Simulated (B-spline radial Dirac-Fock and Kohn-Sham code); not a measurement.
## S 3s: cross section and angular parameters

System: the free sulfur atom, configuration [Ne] 3s2 3p4; threshold 20.28 eV (orbital energy of the model). Method: Dirac-Hartree-Slater photoionisation with a Latter tail; cross sections with all multipoles, angular parameters from the dipole term and its interference with E2. Computed with a B-spline atomic structure program.

| hν (eV) | σ (kb) | β | γ |
| --- | --- | --- | --- |
| 60 | 389 | 2.000 | 0.140 |
| 64.4 | 371 | 2.000 | 0.148 |
| 80 | 304 | 2.000 | 0.150 |
| 85.5 | 282 | 2.000 | 0.145 |
| 107 | 213 | 2.000 | 0.117 |
| 164 | ? | ? | ? |
| 200 | 85.0 | 2.000 | 0.009 |
| 230 | 67.7 | 2.000 | -0.009 |
| 257 | 56.4 | 2.000 | -0.021 |
| 284 | 47.7 | 2.000 | -0.029 |
| 300 | 43.5 | 2.000 | -0.032 |
| 326 | 37.7 | 2.000 | -0.036 |
| 367 | 30.6 | 2.000 | -0.037 |
| 400 | 26.3 | 2.000 | -0.034 |
| 501 | 17.5 | 2.000 | -0.017 |
| 601 | 12.5 | 2.000 | 0.010 |
| 914 | 5.50 | 2.000 | 0.123 |
| 1000 | 4.57 | 2.000 | 0.155 |
| 1160 | 3.36 | 2.000 | 0.216 |
| 1220 | 3.02 | 2.000 | 0.239 |
| 3190 | 0.332 | 2.000 | 0.841 |
| 4230 | 0.164 | 2.000 | 1.082 |
| 5840 | 0.0710 | 2.000 | 1.396 |
| 6000 | 0.0661 | 2.000 | 1.425 |
| 8110 | 0.0293 | 2.000 | 1.766 |
| 9020 | 0.0219 | 2.000 | 1.898 |
| 12000 | 0.00980 | 1.999 | 2.280 |

Q: Give the values at 164 eV.

A: σ = 116 kb, β = 2.000, γ = 0.042. For an s subshell δ is negligible.
